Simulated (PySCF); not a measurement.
**UHF on Re (rhenium, neutral)**

Configuration: [Xe] 4f14 5d5 6s1 6p1, high-spin 8P determinant (an excited configuration). Calculation: PySCF 2.14, in aug-cc-pVTZ-PP with one added diffuse shell each of s, p, d, f, g type with ECP60MDF (7s7p6d4f3g, 113 functions); scalar relativity through the core potential.

* Total energy: -77.798625 hartree
* One-electron energy: -132.3260 hartree
* Hartree (Coulomb) energy: 62.4587 hartree
* Exchange energy: -7.9314 hartree
* ⟨S²⟩: 15.7538
* ⟨L²⟩: 2.025
* Sum of ⟨r⟩: 26.17 bohr
* Sum of ⟨r²⟩: 64.08 bohr²
* Traceless quadrupole moment −½Σ⟨3z² − r²⟩ along its main axis: -8.80 e·bohr²

```tsv
shell	electrons	mean orbital energy (eV)	spread (eV)	rms radius, mean of both spins (bohr)
5s α	1	-104.11	0	1.12
5s β	1	-98.014	0	1.12
5p α	3	-62.472	0.057	1.31
5p β	3	-53.767	0.284	1.31
5d α	5	-13.276	0.233	2.02
6s α	1	-10.939	0	3.27
6p α	1	-5.089	0	4.49
```

Energies and moments cover only the electrons outside the core potential. Spin-orbit coupling, absent here, splits the open shell strongly.
